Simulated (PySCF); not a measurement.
Radial density of Pd²⁺ (palladium, charge +2)

r2SCAN0, [Kr] 4d7 5s1, high-spin 5F determinant (an excited configuration). All numbers are calculated (PySCF 2.14, the spin-free X2C one-electron Hamiltonian (Gaussian nucleus), in x2c-QZVPPall with one added diffuse shell each of s, p, d, f, g type (14s9p8d5f3g, 143 functions)).

```json
{"r (bohr)": "0.0315", "4πr²ρ (e/bohr)": "54.49", "4πr²(ρα − ρβ)": "0.0001"}
{"r (bohr)": "0.0530", "4πr²ρ (e/bohr)": "52.24", "4πr²(ρα − ρβ)": "0.0092"}
{"r (bohr)": "0.0892", "4πr²ρ (e/bohr)": "72.89", "4πr²(ρα − ρβ)": "0.1114"}
{"r (bohr)": "0.150", "4πr²ρ (e/bohr)": "56.61", "4πr²(ρα − ρβ)": "0.4216"}
{"r (bohr)": "0.252", "4πr²ρ (e/bohr)": "55.39", "4πr²(ρα − ρβ)": "0.6804"}
{"r (bohr)": "0.425", "4πr²ρ (e/bohr)": "39.74", "4πr²(ρα − ρβ)": "0.0016"}
{"r (bohr)": "0.714", "4πr²ρ (e/bohr)": "15.62", "4πr²(ρα − ρβ)": "1.4822"}
{"r (bohr)": "1.20", "4πr²ρ (e/bohr)": "12.55", "4πr²(ρα − ρβ)": "2.5467"}
{"r (bohr)": "2.02", "4πr²ρ (e/bohr)": "2.552", "4πr²(ρα − ρβ)": "1.2126"}
{"r (bohr)": "3.40", "4πr²ρ (e/bohr)": "0.2937", "4πr²(ρα − ρβ)": "0.2499"}
{"r (bohr)": "5.72", "4πr²ρ (e/bohr)": "0.003932", "4πr²(ρα − ρβ)": "0.0038"}
```

Densities and radii are taken from the X2C orbitals without a picture-change correction, which distorts them close to the nucleus.
